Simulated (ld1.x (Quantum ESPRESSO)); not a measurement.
## Before and after: RRKJ potential for H

H (Z = 1), norm-conserving RRKJ (Kleinman–Bylander form), made with ld1.x (Quantum ESPRESSO) 7.5 (PBE, scalar-relativistic). Core none, reference 1s1. Waves: 1s (bound): rc 1.25 bohr; 2p channel at 0.2 Ry: rc 1.30 bohr. Local part: all-electron potential smoothed inside 0.95 bohr (lloc = -1). Core correction: none. rho0 = 0.01.

Change: local potential the s channel.

Cutoffs: the cutoffs (Ry, on a coarse ladder) from which the occupation-weighted sum of valence levels, in a spherical-Bessel basis at the reference potential, stays within 10 and 1 mRy of its value at 400 Ry; they do not see the model core or the augmentation charge, which bear on the density cutoff. Errors are all-electron minus pseudo energies relative to the spin-unpolarised reference configuration.

What does the change do?

The potential gets softer (90 Ry and 110 Ry → 21 Ry and 35 Ry); neither file shows a bound ghost.

| quantity | base | changed |
| --- | --- | --- |
| cutoff, loose | 90 Ry | 21 Ry |
| cutoff, tight | 110 Ry | 35 Ry |
| bound ghosts | none | none |
| error for 1s0.5, meV [ΔE 4.76 eV] | +9.5 | +1.5 |
| s: phases at 1.39 bohr within 0.05 rad from the reference energy up to (Ry; the scan ends near 5) | 4.5 | to the end of the scan |
| p: phases at 1.39 bohr within 0.05 rad from the reference energy up to (Ry; the scan ends near 5) | to the end of the scan | to the end of the scan |
